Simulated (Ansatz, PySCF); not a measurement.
System: MgCl (charge 0, doublet). 
Geometry from a B3LYP-D3(BJ)/def2-TZVP (Ansatz, a quantum-chemistry and plane-wave program) optimisation:
```
Mg
Cl 1 2.2211
```
Charge 0, spin multiplicity 2.

Total electronic energies in hartree. Valence correlation only, unless marked. Open shells are spin-unrestricted. Spin-orbit coupling is left out. Non-relativistic. CBS(X,Y): correlation extrapolated as X^-3; Hartree-Fock from the larger set.

```csv
level,program,energy (Eh)
HF/6-31G*,Ansatz,-659.14711
HF/def2-TZVPD,PySCF,-659.18936
RI-HF/def2-TZVPP,Ansatz,-659.18874
BLYP-D3(BJ)/def2-TZVPD,Ansatz + dftd3,-660.34652
TPSS-D4/def2-TZVPD,PySCF + dftd4,-660.37762
PBE0/def2-QZVPP,Ansatz,___
TPSSh-D3(BJ)/def2-TZVPD,PySCF + dftd3,-660.36589
B2GP-PLYP-D3(BJ)/def2-TZVPD,Ansatz + dftd3,___
MP2/def2-TZVPP,Ansatz,-659.39384
MP2/def2-QZVPPD,Ansatz,-659.43860
RI-MP2/def2-QZVPP,Ansatz,-659.43821
SCS-MP2/6-31G,Ansatz,-659.17447
CCSD/def2-TZVPPD,Ansatz,-659.41342
CCSD(T)/def2-TZVPPD,Ansatz,-659.42271
"CCSD(T)/CBS(def2-TZVPPD,def2-QZVPPD)",Ansatz,-659.4820
```

### Question
What belongs in the gaps?

### Answer

- PBE0/def2-QZVPP, energy (Eh): -660.10432
- B2GP-PLYP-D3(BJ)/def2-TZVPD, energy (Eh): -660.01269
